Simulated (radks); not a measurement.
Spherical quantum dot in the effective-mass picture: electrons in a parabolic well V = omega^2 r^2 / 2 with omega = 0.635, all in effective atomic units (hartree* = m*/eps^2 hartree, bohr* = eps/m* bohr), one dielectric constant everywhere. Calculated with a radial shooting solver with Libxc functionals: non-relativistic Kohn-Sham, exchange-only LDA, spin-polarised, spherical densities. Levels are named by radial order and angular momentum (1s, 1p, 1d, 2s, ...), and open shells are averaged over m.

N = 3, configuration 1s2 1p(up 1, down 0). This is the lowest configuration that the search found. Occupied and some empty levels:

| level | occupation | eigenvalue (hartree*) | <r> (bohr*) |
|---|---|---|---|
| 1s up | 1 | 2.1926 | 1.624 |
| 1s down | 1 | 2.2557 | 1.607 |
| 1p up | 1 | 2.6804 | 2.069 |
| 1p down | 0 | 2.7532 | 2.070 |
| 1d up | 0 | 3.2126 | 2.417 |
| 1d down | 0 | 3.2845 | 2.429 |
| 2s up | 0 | 3.2904 | 2.212 |
| 2s down | 0 | 3.3418 | 2.228 |
| 1f up | 0 | 3.7727 | 2.717 |
| 1f down | 0 | 3.8390 | 2.735 |

Energy (hartree*): total 5.10063, kinetic 1.4126, external 2.1711, Hartree 2.2836, exchange-correlation -0.76672.
